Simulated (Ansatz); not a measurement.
Mn₂O⁺ (the lowest doublet isomer of a short search), 3 atoms. Hardware: 4 threads of Intel Xeon on a shared host.

The 6-31G sets use Cartesian d functions. Correlated methods freeze 11 core orbitals; core or outer-core shells of Mn are correlated, in sets that lack core-valence functions.

(1) How many basis functions does each of these Ansatz runs have, and roughly what does it cost? B97M-V/def2-TZVP, charge 1 doublet, energy, from earlier orbitals; PBE0-D4/def2-TZVP, charge 0 singlet at the geometry of the charge 1 doublet, energy; PBE0-D4/def2-TZVP, charge 1 quartet, relaxation, 3 steps; HSE06-D4/def2-TZVP, charge 1 doublet, energy, from earlier orbitals; B3LYP-D4/6-31G, charge 1 quartet, energy; r2SCAN-D4/def2-TZVP, charge 1 doublet, energy, from earlier orbitals; PBE0-D4/def2-TZVP, charge 1 doublet, energy and forces, from earlier orbitals; B97M-V/def2-TZVP, charge 1 sextet, energy, from earlier orbitals; CCSD(T)/def2-TZVP, charge 1 quartet, energy, from earlier orbitals; HF/6-31G, charge 1 quartet, energy; r2SCAN-D4/def2-TZVP, charge 1 sextet, energy, from earlier orbitals; PBE0-D4/def2-TZVP, charge 1 sextet, relaxation, 4 steps.

## Answers

(1) Other jobs shared the machine, so times can vary by a factor of up to 3. A dash marks memory too small to be measured apart from the calling script's.

| run | functions | fitting or Cholesky vectors | wall time | peak host memory (GiB) |
| --- | --- | --- | --- | --- |
| r2SCAN-D4/def2-TZVP, charge 1 doublet, energy, from earlier orbitals | 121 | 1035 | 5.5 s | – |
| HSE06-D4/def2-TZVP, charge 1 doublet, energy, from earlier orbitals | 121 | 1056 | 5.5 s | – |
| B3LYP-D4/6-31G, charge 1 quartet, energy | 67 | 625 | 6.5 s | – |
| HF/6-31G, charge 1 quartet, energy | 67 | 625 | 7 s | – |
| B97M-V/def2-TZVP, charge 1 doublet, energy, from earlier orbitals | 121 | 1035 | 9.6 s | – |
| PBE0-D4/def2-TZVP, charge 1 quartet, relaxation, 3 steps | 121 | 1111 | 19 s | – |
| PBE0-D4/def2-TZVP, charge 1 sextet, relaxation, 4 steps | 121 | 1111 | 44 s | 0.55 |
| PBE0-D4/def2-TZVP, charge 1 doublet, energy and forces, from earlier orbitals | 121 | 1056 | 46 s | – |
| B97M-V/def2-TZVP, charge 1 sextet, energy, from earlier orbitals | 121 | 1035 | 67 s | – |
| r2SCAN-D4/def2-TZVP, charge 1 sextet, energy, from earlier orbitals | 121 | 1035 | 80 s | – |
| PBE0-D4/def2-TZVP, charge 0 singlet at the geometry of the charge 1 doublet, energy | 121 | 1171 | 84 s | – |
| CCSD(T)/def2-TZVP, charge 1 quartet, energy, from earlier orbitals | 121 | 1056 | 3 min | 1.6 |
